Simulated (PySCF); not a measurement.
CH₃NSe.
Z-matrix (Å and degrees, PBE0-D3(BJ)/def2-SVP geometry), rows numbered from 1:
```
N 
C   1  1.3329
Se  2  1.7796  1  126.09
H   1  1.0121  2  121.87  3  -179.95
H   1  1.0145  2  119.24  3     0.03
H   2  1.0998  1  113.20  3   179.98
```

Theory: EOM-IP-CCSD/aug-cc-pVDZ in PySCF, restricted Hartree–Fock reference, 11 core orbitals frozen, non-relativistic, gas phase, PBE0-D3(BJ)/def2-SVP geometry.

Hartree–Fock orbital energies give these Koopmans values (eV): HOMO 8.41, HOMO-1 8.75, HOMO-2 13.45, HOMO-3 14.73, HOMO-4 17.88, HOMO-5 20.68.

**Question.** What vertical ionisation energies does EOM-IP-CCSD give?

**Answer.** 
```json
{"leading hole (HF orbital)": "HOMO", "Koopmans (eV)": "8.41", "EOM-IP-CCSD (eV)": "8.07", "change (eV)": "-0.34", "one-hole share": "0.96"}
{"leading hole (HF orbital)": "HOMO-1", "Koopmans (eV)": "8.75", "EOM-IP-CCSD (eV)": "8.65", "change (eV)": "-0.10", "one-hole share": "0.95"}
{"leading hole (HF orbital)": "HOMO-2", "Koopmans (eV)": "13.45", "EOM-IP-CCSD (eV)": "12.53", "change (eV)": "-0.92", "one-hole share": "0.95"}
{"leading hole (HF orbital)": "HOMO-3", "Koopmans (eV)": "14.73", "EOM-IP-CCSD (eV)": "13.10", "change (eV)": "-1.63", "one-hole share": "0.87"}
{"leading hole (HF orbital)": "HOMO-4", "Koopmans (eV)": "17.88", "EOM-IP-CCSD (eV)": "16.01", "change (eV)": "-1.87", "one-hole share": "0.87"}
{"leading hole (HF orbital)": "HOMO-5", "Koopmans (eV)": "20.68", "EOM-IP-CCSD (eV)": "18.24", "change (eV)": "-2.44", "one-hole share": "0.62"}
```

**Question.** Does the order of the lines follow the orbital energies?

**Answer.** Yes, no two lines change places. The corrections run from -2.44 to -0.10 eV, with a mean of -1.22 eV over the 6 lines; no line lies above its Koopmans value.

**Question.** At what kinetic energies would He I light (21.22 eV) eject these electrons?

**Answer.** 13.15 eV (HOMO), 12.57 eV (HOMO-1), 8.69 eV (HOMO-2), 8.12 eV (HOMO-3), 5.21 eV (HOMO-4), 2.98 eV (HOMO-5).

**Question.** What total energy has the lowest final state, and which wavelength reaches it?

**Answer.** E(CCSD) + ionisation energy = -2494.36557 + 0.29663 = -2494.06894 Eh, at the geometry of the initial state. The threshold wavelength is 1239.84 eV nm/8.07 eV = 153.6 nm.

One root was sought for each valence orbital with −ε under 21 eV, eight at most, so deeper holes and satellites are missing; no vibrational structure.
